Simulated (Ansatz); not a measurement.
The inner images of a band of C₃H₇BN₂ (13 atoms, charge 0, multiplicity 1) are given out of order.

Theory: RKS r2SCANh-D4/def2-SVP in Ansatz 0.2.0.

First end point:

```xyz
13
Properties=species:S:1:pos:R:3
C -0.425 0.359 1.840
B 0.369 -0.351 0.719
C -0.028 -0.265 -0.812
N 1.072 -0.402 -1.744
C -0.833 0.919 -1.110
N -1.480 1.855 -1.336
H -1.435 0.691 1.563
H -0.437 -0.177 2.798
H 0.158 1.285 2.023
H 1.333 -1.043 0.964
H -0.759 -1.122 -0.816
H 0.754 -0.686 -2.666
H 1.732 -1.097 -1.408
```

Last end point:

```xyz
13
Properties=species:S:1:pos:R:3
C 0.074 -0.151 1.839
B 0.274 0.478 0.399
C -0.650 -0.035 -0.812
N 0.756 -0.550 -0.746
C -0.938 0.754 -1.971
N -1.159 1.414 -2.901
H -0.624 0.466 2.425
H -0.345 -1.171 1.821
H 1.015 -0.187 2.409
H 0.790 1.559 0.238
H -1.383 -0.825 -0.622
H 1.369 -0.239 -1.494
H 0.840 -1.548 -0.569
```

Put them in order from the first end to the last, with their energies above the first end.
A.
```xyz
13
Properties=species:S:1:pos:R:3
C -0.072 -0.052 1.937
B 0.287 0.518 0.536
C -0.328 -0.130 -0.782
N 0.949 -0.752 -1.174
C -0.796 0.878 -1.711
N -1.200 1.720 -2.399
H -0.990 0.536 2.156
H -0.388 -1.104 1.970
H 0.628 0.166 2.753
H 0.960 1.504 0.385
H -1.142 -0.861 -0.631
H 1.100 -0.749 -2.180
H 1.012 -1.708 -0.844
```
B.
```xyz
13
Properties=species:S:1:pos:R:3
C -0.201 0.004 1.961
B 0.340 0.476 0.587
C -0.172 -0.175 -0.791
N 1.000 -0.747 -1.453
C -0.732 0.924 -1.570
N -1.204 1.811 -2.151
H -1.107 0.633 2.093
H -0.555 -1.036 1.993
H 0.445 0.221 2.820
H 1.131 1.379 0.477
H -1.005 -0.891 -0.627
H 0.764 -1.070 -2.389
H 1.316 -1.564 -0.936
```
C.
```xyz
13
Properties=species:S:1:pos:R:3
C -0.447 0.335 1.845
B 0.469 -0.157 0.694
C -0.026 -0.255 -0.812
N 1.013 -0.524 -1.784
C -0.773 0.956 -1.157
N -1.362 1.919 -1.422
H -1.463 0.629 1.554
H -0.493 -0.433 2.635
H 0.038 1.199 2.333
H 1.588 -0.557 0.926
H -0.806 -1.057 -0.713
H 0.631 -0.865 -2.661
H 1.653 -1.225 -1.425
```
D.
```xyz
13
Properties=species:S:1:pos:R:3
C -0.311 0.111 1.935
B 0.440 0.378 0.601
C -0.109 -0.222 -0.783
N 0.974 -0.743 -1.603
C -0.711 0.959 -1.403
N -1.199 1.909 -1.857
H -1.303 0.597 1.880
H -0.538 -0.963 2.046
H 0.199 0.470 2.836
H 1.444 1.039 0.516
H -0.947 -0.930 -0.601
H 0.615 -1.165 -2.455
H 1.467 -1.475 -1.098
```
E.
```xyz
13
Properties=species:S:1:pos:R:3
C 0.022 -0.104 1.852
B 0.369 0.416 0.394
C -0.541 -0.096 -0.802
N 0.836 -0.664 -0.873
C -0.903 0.833 -1.827
N -1.221 1.655 -2.582
H -0.871 0.482 2.143
H -0.284 -1.159 1.925
H 0.776 0.098 2.626
H 0.927 1.474 0.233
H -1.292 -0.867 -0.611
H 1.324 -0.432 -1.739
H 0.878 -1.670 -0.726
```
F.
```xyz
13
Properties=species:S:1:pos:R:3
C -0.442 0.293 1.856
B 0.511 0.053 0.656
C -0.051 -0.266 -0.802
N 0.960 -0.644 -1.767
C -0.716 0.981 -1.195
N -1.235 1.976 -1.487
H -1.491 0.489 1.597
H -0.410 -0.643 2.448
H -0.074 1.071 2.540
H 1.711 0.031 0.804
H -0.876 -1.003 -0.654
H 0.550 -1.033 -2.611
H 1.583 -1.340 -1.371
```
G.
```xyz
13
Properties=species:S:1:pos:R:3
C -0.392 0.223 1.890
B 0.495 0.251 0.618
C -0.082 -0.251 -0.786
N 0.940 -0.722 -1.701
C -0.700 0.984 -1.278
N -1.182 1.978 -1.634
H -1.447 0.472 1.700
H -0.395 -0.840 2.204
H -0.013 0.805 2.738
H 1.653 0.593 0.627
H -0.924 -0.955 -0.602
H 0.533 -1.166 -2.519
H 1.534 -1.406 -1.243
```

C (+0.023 eV), F (+0.047 eV), G (+0.080 eV), D (+0.140 eV), B (+0.168 eV), A (+0.085 eV), E (-0.384 eV).

Time of the run: 9.9 min on 2 threads of Intel(R) Xeon(R) Platinum 8175M CPU @ 2.50GHz (Skylake/Cascade Lake) (shared host), peak memory 0.34 GiB.
